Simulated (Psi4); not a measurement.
Cl2Hg, singlet, at a GFN2-xTB geometry (such geometries of metal compounds can be far from the true shape) (core potentials on Hg). Base run: M06-2X/def2-SVP run with Psi4.

Here is a job for Psi4.
```
memory 2 GB

molecule mol {
0 1
  Hg    0.000000    0.000000    0.000000
  Cl    0.000000    0.000000    2.301269
  Cl   -0.000000   -0.000000   -2.301269
}

set basis def2-svp
set reference rks

energy('m06-2x')
print_variables()
```

Variants of this job, named by their change:

```tsv
change	ΔE vs base (mEh)	SCF cycles	grid points	basis functions	outcome
base	0.000	8	63288	68	converged
dft_spherical_points = 590	0.042	8	123464	68	converged
scf_type = cd	0.018	8	63288	68	converged
dft_spherical_points = 110	0.629	8	23222	68	converged
df_basis_scf = cc-pvqz-jkfit	-	-	-	68	input refused
d_convergence = 1e-10	0.000	12	63288	68	converged
dft_spherical_points = 974	0.027	8	203112	68	converged
scf_type = out_of_core	-0.048	8	63288	68	converged
dft_spherical_points = 194	0.050	8	40922	68	converged
d_convergence = 1e-4	0.000	7	63288	68	converged
guess = sap	0.000	12	63288	68	converged
diis_max_vecs = 15	0.000	8	63288	68	converged
level_shift = 1.0	0.000	8	63288	68	converged
```

- df_basis_scf = cc-pvqz-jkfit: ended with `psi4.driver.qcdb.exceptions.BasisSetNotFound: BasisSet::construct: Unable to find a basis set for atom 1 for key JKFIT among:`
